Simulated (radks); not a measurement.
Question: The ytterbium ion Yb3+ is in [Xe] 4f13. All-electron calculation, scalar-relativistic Kohn-Sham, PBEsol, spin-polarised, spherical densities, finite nucleus; Fermi nuclear charge, rms radius of each element as measured or else 0.836 A^(1/3) + 0.57 fm. Program: a radial shooting solver on a logarithmic mesh with Libxc functionals. Open shells are filled with parallel spins first. One electron is removed from 5p, 4f, 4d, 5s in turn, with full relaxation. Which removal costs least, and what does each cost?

Answer: 4f 45.809 eV; 5p 64.177 eV; 5s 93.564 eV; 4d 222.31 eV. The 4f electron leaves first.
